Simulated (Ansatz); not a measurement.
Computed with Ansatz on PBE0-D4/def2-TZVP structures; ΔE is electronic, products minus reactants. CBS: MP2 limit from def2 TZ/QZ plus the TZ coupled-cluster correction, frozen cores. Functionals use def2-TZVPP. B3LYP here is the variant with VWN-RPA as its local correlation; programs differ in this. Elements past krypton have def2 core potentials. For In outer-core shells are correlated without core-valence functions, which leaves a few kJ/mol of doubt a bond. Each species was taken in one conformer, which may not be the lowest.

Consider the redistribution: `C[SiH2]B(O)O` + `[F][In]([F])[SiH3]` → `OB(O)[SiH2]F` + `[CH3][In]([F])[SiH3]`.

`C[SiH2]B(O)O`:

```xyz
12

C     1.402   -0.230    1.113
Si    0.024   -0.856   -0.004
B    -1.048    0.682   -0.819
O    -0.759    1.986   -0.550
O    -2.099    0.498   -1.664
H     1.967   -1.059    1.542
H     0.998    0.359    1.941
H     2.104    0.396    0.556
H    -0.884   -1.751    0.775
H     0.605   -1.701   -1.090
H    -0.017    2.098    0.046
H    -2.293   -0.422   -1.846
```

`[F][In]([F])[SiH3]`:

Cartesian coordinates in Å:
```
F -1.985 2.094 0.504
In -0.993 0.730 -0.463
F -1.786 0.648 -2.236
Si 0.932 -0.672 0.424
H 1.762 -1.117 -0.720
H 0.346 -1.839 1.129
H 1.725 0.157 1.362
```

`OB(O)[SiH2]F`:

```xyz
9

O     1.601    0.557    0.664
B     0.256    0.318    0.610
O    -0.504    0.689    1.668
Si   -0.665   -0.529   -0.996
F    -1.817   -1.547   -0.533
H     2.095    0.240   -0.094
H     0.015    1.085    2.378
H    -1.291    0.490   -1.880
H     0.310   -1.303   -1.818
```

`[CH3][In]([F])[SiH3]`:

Z-matrix (Å, degrees):
```
C
In 1 2.137
H 1 1.091 2 108.5
H 1 1.091 2 108.5 3 117.5
H 1 1.089 2 112.2 3 -121.2
F 2 1.977 1 108.0 3 -61.5
Si 2 2.561 1 143.9 3 118.4
H 7 1.487 2 109.4 1 119.9
H 7 1.487 2 109.4 1 -120.8
H 7 1.488 2 111.7 1 -0.4
```

| level | ΔE (kcal/mol) | difference from CCSD(T)/CBS |
| --- | --- | --- |
| PBE-D4 | -9.3 | 2.9 |
| r2SCAN-D4 | -10.3 | 1.9 |
| PBE0-D4 | -10.9 | 1.3 |
| B3LYP-D4 | -11.8 | 0.4 |
| ωB97X-V | -10.8 | 1.4 |
| ωB97M-V | -11.6 | 0.6 |
| B2PLYP | -12.6 | -0.4 |
| PBE | -9.7 | 2.5 |
| r2SCAN | -10.4 | 1.8 |
| PBE0 | -11.2 | 1.0 |
| B3LYP | -12.3 | -0.1 |
| HF/def2-TZVPP | -14.2 | -2.0 |
| MP2/def2-TZVPP | -14.1 | -1.9 |
| SCS-MP2/def2-TZVPP | -14.0 | -1.8 |
| CCSD/def2-TZVPP | -14.0 | -1.8 |
| CCSD(T)/def2-TZVPP | -13.5 | -1.3 |
| HF/def2-QZVPP | -14.0 | -1.8 |
| MP2/def2-QZVPP | -13.3 | -1.1 |
| SCS-MP2/def2-QZVPP | -13.2 | -1.0 |
| HF/CBS(def2) | -14.0 | -1.8 |
| MP2/CBS(def2) | -12.9 | -0.7 |
| CCSD/CBS(def2) | -12.8 | -0.6 |
| CCSD(T)/CBS | -12.2 | 0 |

Largest T1 diagnostic among the species: 0.016.

From PBE to PBE0 (25 % exact exchange), in def2-TZVPP and without D4, ΔE moves by −1.5 kcal/mol.
